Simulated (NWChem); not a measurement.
Molecule: C₅H₅F; SMILES C(C=C)(=C=C)F

```xyz
11

C      0.4004    -2.5923     0.0000
C      0.0927    -1.3236     0.0000
C     -0.1859    -0.0328     0.0000
F     -1.4650     0.3741     0.0000
C      0.8024     1.0349     0.0000
C      0.4853     2.3353     0.0000
H      0.5335    -3.1511     0.9351
H      0.5335    -3.1511    -0.9351
H      1.8457     0.7071     0.0000
H     -0.5570     2.6622     0.0000
H      1.2620     3.1027     0.0000
```
Atoms are numbered in this order, from 1.

Computed with NWChem. STO-3G and 3-21G are far too small for this property and stand as cheap habits. All runs use the structure optimised with PBE0/def2-SVP. Field at 589 nm.

**Question.** Estimate the computed values for B3LYP/STO-3G. Quantities: isotropic polarisability (bohr³); anisotropy (bohr³).

**Answer.** The isotropic polarisability (bohr³) is 38.3 and the anisotropy (bohr³) comes out as 68.3.
